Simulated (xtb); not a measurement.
C3H3F4, SMILES [CH](CC(F)(F)F)F (connectivity only; charge and spin as stated), charge +1, multiplicity 1. All values are semi-empirical tight-binding results from xtb (GFN2-xTB unless named), good for trends rather than for accurate numbers. Geometry: GFN2-xTB. The spin state was assumed, not searched. The isomer is the one that the SMILES or the coordinates give; other isomers of the formula were not compared. Other conformers were not sampled.

Optimised geometry:

```xyz
10

F      2.4703    -0.7892    -0.4711
C      1.6625    -0.0169     0.1157
C      0.4585    -0.5033     0.6877
C     -0.8590     0.1886     0.0475
F     -0.9671    -0.2089    -1.1981
F     -1.9010    -0.1985     0.7339
F     -0.7405     1.4964     0.0940
H      1.9622     1.0402     0.1178
H      0.3361    -1.5917     0.6123
H      0.3743    -0.1569     1.7365
```
Charge +1, spin multiplicity 1.

| Property | Result |
|---|---|
| orbital gap | 2.61 eV |
| zero-point energy | 35.4 kcal/mol |
| G − E(el) at 298.15 K (modified RRHO) | 15.4 kcal/mol |
| static polarisability (D4 model) | 41.0 bohr³ |
| solvation energy, GFN2-xTB/ALPB(water) | -66.2 kcal/mol |
| solvation energy, GFN2-xTB/ALPB(ch2cl2) | -54.4 kcal/mol |

Computed IR lines (harmonic; lines under 4 % of the strongest left out, lines within 3 cm⁻¹ merged):
ν (cm⁻¹): 564 (w), 730 (m), 882 (w), 960 (vs), 1027 (m), 1141 (m), 1181 (s), 1192 (m), 1202 (m), 1230 (m), 1322 (m), 1478 (vs), 2807 (m), 2910 (w), 2952 (w) (against the strongest line: vs over 80 %, s over 45 %, m over 15 %, w over 4 %, vw less)

Computed atomic charges and the Wiberg bond orders between heavy atoms:
charges (e) F1 0.06, C2 0.24, C3 -0.11, C4 0.52, F5 -0.12, F6 -0.10, F7 -0.13, H8 0.20, H9 0.19, H10 0.24. Bond orders F1–C2 1.34, C2–C3 1.28, C3–C4 0.77, C4–F5 1.01, C4–F6 1.02, C4–F7 1.00.
